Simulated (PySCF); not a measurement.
Partial charges of `C#CC#CC[Si@@H](P)COC`

C₇H₁₁OPSi.
Geometry (GFN2-xTB, Å), atoms numbered from 1 in this order:
```xyz
21
C7H11OPSi angstrom
C      2.5129    4.1354   -1.6816
C      2.3971    3.0678   -1.1356
C      2.2570    1.8709   -0.5085
C      2.1493    0.8145    0.0673
C      1.9677   -0.4350    0.7475
Si     0.4796   -1.4314    0.0377
P     -0.4140   -2.6227    1.6976
C     -1.0250   -0.2837   -0.2670
O     -1.9651   -0.7481    0.6823
C     -3.1606   -0.0174    0.7222
H      2.6180    5.0624   -2.1591
H      2.8807   -1.0281    0.6675
H      1.7939   -0.2417    1.8101
H      0.8995   -2.0503   -1.2340
H     -1.2730   -3.3470    0.8944
H      0.5365   -3.6389    1.6939
H     -1.4355   -0.3676   -1.2809
H     -0.7932    0.7748   -0.0956
H     -2.9699    1.0400    0.9437
H     -3.6953   -0.0862   -0.2339
H     -3.7696   -0.4508    1.5136
```

Density: PBE0/pcSseg-1 (PySCF); schemes: Mulliken, IAO, Hirshfeld and ESP-fitted. The structure is a single GFN2-xTB conformer in the gas phase; no vibrational or solvent corrections.

Problem. What partial charge does each atom carry?

Solution. In e; atoms taken as equivalent share a row and are averaged (×n: the atom named and its like, n in all):

```csv
atom,environment,Mulliken,IAO,Hirshfeld,ESP-fitted
C1,terminal alkyne carbon,-0.407,-0.215,-0.091,-0.398
C2,alkyne carbon,+0.214,-0.026,-0.044,+0.044
C3,alkyne carbon,+0.065,-0.089,-0.061,+0.004
C4,alkyne carbon,-0.125,+0.004,-0.011,-0.234
C5,sp3 carbon bound to silicon,-0.480,-0.548,-0.140,+0.088
Si6,SiH silicon,+0.638,+0.749,+0.326,+0.221
P7,three-coordinate phosphorus,-0.154,-0.057,-0.022,-0.375
C8,sp3 carbon bound to oxygen,-0.221,-0.327,-0.090,-0.010
O9,ether oxygen,-0.558,-0.388,-0.120,-0.129
C10,methoxy carbon,-0.013,-0.199,-0.038,-0.360
H11,alkyne hydrogen,+0.054,+0.208,+0.095,+0.304
H12,methylene hydrogen,+0.180,+0.183,+0.060,+0.070
H13,methylene hydrogen,+0.188,+0.183,+0.059,+0.079
H14,Si–H hydrogen,-0.042,-0.118,-0.076,-0.072
H15/H16,P–H hydrogen,+0.046,-0.016,-0.020,+0.108
H17,methylene hydrogen,+0.125,+0.131,+0.034,+0.057
H18,methylene hydrogen,+0.138,+0.135,+0.031,+0.073
H19/H20/H21,methyl hydrogen,+0.102,+0.135,+0.043,+0.140
```

Mean size of the charges over all atoms: IAO 0.191 e, Mulliken 0.191 e, ESP-fitted 0.150 e, Hirshfeld 0.070 e. Each set sums to the total charge, 0, to within 0.001 e. The IAO scheme projects the occupied orbitals on a minimal set of polarised atomic orbitals and counts the electrons in each atom's part of it.

Some averages cover members that differ in this geometry: H15/H16, ESP-fitted +0.086 to +0.131; H15/H16, IAO -0.036 to +0.005; H15/H16, Mulliken +0.026 to +0.065; H19/H20/H21, ESP-fitted +0.128 to +0.164 e.

Lowest charge. The schemes don't all agree: Mulliken O9 (-0.558); IAO C5 (-0.548); Hirshfeld C5 (-0.140); ESP-fitted C1 (-0.398).

Highest charge. The schemes don't all agree: Mulliken Si6 (+0.638); IAO Si6 (+0.749); Hirshfeld Si6 (+0.326); ESP-fitted H11 (+0.304).

Problem. How many electrons does the IAO scheme count on C3?

Solution. Z − q = 6 − (-0.089) = 6.089.

Problem. How closely do the schemes follow one another over all atoms?

Solution. Correlation coefficient and root-mean-square difference: IAO with Hirshfeld 0.96, 0.170 e; Mulliken with IAO 0.90, 0.115 e; Mulliken with Hirshfeld 0.85, 0.184 e; Mulliken with ESP-fitted 0.54, 0.223 e; Hirshfeld with ESP-fitted 0.51, 0.164 e; IAO with ESP-fitted 0.50, 0.235 e.

Problem. Sum the charges by element, for elements with more than one atom.

Solution. 
| element | atoms | Mulliken | IAO | Hirshfeld | ESP-fitted |
| --- | --- | --- | --- | --- | --- |
| C | 7 | -0.967 | -1.400 | -0.475 | -0.866 |
| H | 11 | +1.041 | +1.096 | +0.291 | +1.148 |

The run behind these numbers computed NMR shieldings as well. On an Intel Xeon at 2.50 GHz with one thread, no GPU, shared host with 64 logical CPUs at a one-minute load of 62, this took 2.4 min wall and 1.1 GiB of memory at its peak.
